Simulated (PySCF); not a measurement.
Si(OSiH3)(H)(NHSiH3)(Cl) (ClH8NOSi3), SMILES [SiH3]N[SiH](Cl)O[SiH3]. Geometry optimised at PBE-D3(BJ)/def2-SVP. Other conformers were not sampled.

Problem. Give the equilibrium geometry at PBE-D3(BJ)/def2-SVP (PySCF confirms it by a frequency run) as Cartesian coordinates in Å. (The exact figures need the calculation; the answer reports its results.)

Solution. Several could match; the one computed here: 
```xyz
14

Si     0.0932    -1.0168     0.2704
Cl     0.9078    -0.3038     2.0642
N     -1.6139    -0.8039     0.1739
Si    -2.4125     0.4681    -0.7565
O      0.7135    -0.0936    -0.9654
Si     1.8448     1.1465    -1.1427
H      0.5062    -2.4471     0.1692
H     -2.2155    -1.4124     0.7357
H     -3.8550     0.4605    -0.3327
H     -2.3396     0.2311    -2.2397
H     -1.8139     1.8165    -0.4658
H      1.3978     2.3759    -0.4046
H      3.1878     0.7083    -0.6307
H      1.9316     1.4378    -2.6108
```
Charge 0, spin multiplicity 1.
